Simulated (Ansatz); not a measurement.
Geometry optimisation, Ansatz, RKS B3LYP-D4/6-31G*.

input.yaml

```yaml
crystal:
  periodic: [false, false, false]
  atoms:
    - { symbol: F, position_ang: [-1.7489, 1.7193, -0.4925] }
    - { symbol: Si, position_ang: [-0.4295, 1.0986, -0.0033] }
    - { symbol: O, position_ang: [-0.3787, -0.4472, -0.6131] }
    - { symbol: P, position_ang: [1.0487, -1.2342, -0.1078] }
    - { symbol: H, position_ang: [0.7096, 1.9173, -0.5192] }
    - { symbol: H, position_ang: [-0.4278, 1.1096, 1.484] }
    - { symbol: H, position_ang: [1.85942, -0.77878, -1.2142] }
    - { symbol: H, position_ang: [1.48285, -0.1945, 0.75196] }
basis:
  gaussian: { orbitals: "6-31G*" }
hamiltonian:
  xc: b3lyp
  dispersion: d4
relax:
  f_tol: 0.015
  max_steps: 40
output:
  orbitals: {}
```

Run as:

```bash
$ ansatz run input.yaml --threads 1 --pin off --max-ram 2048MiB --backend cpu --events-out ev --progress --plain --runs-dir out
```

Question: Where does it end, and by what steps?

Answer: It converged. After 9 steps the energy has fallen by 0.308 eV; H8 moved furthest, 0.82 Å.

```tsv
step	energy less start (eV)	largest force component (eV/Å)	accepted
0	0.0000	2.447	yes
1	-0.1672	1.279	yes
2	-0.2372	0.604	yes
3	-0.2805	0.412	yes
4	-0.3007	0.189	yes
5	-0.2955	0.454	no
6	-0.3070	0.028	yes
7	-0.3082	0.017	yes
8	-0.3082	0.042	yes
9	-0.3084	0.003	yes
```

```xyz
8
Properties=species:S:1:pos:R:3
F -1.934 1.656 -0.535
Si -0.481 1.224 -0.014
O -0.302 -0.385 -0.344
P 1.074 -1.331 -0.368
H 0.549 1.998 -0.749
H -0.416 1.462 1.447
H 1.978 -0.450 -1.052
H 1.648 -0.984 0.901
```

The run took 17 s on 1 thread of AMD EPYC 9R45 96-Core Processor (Zen 5), with other jobs on the host, peak memory 0.17 GiB.
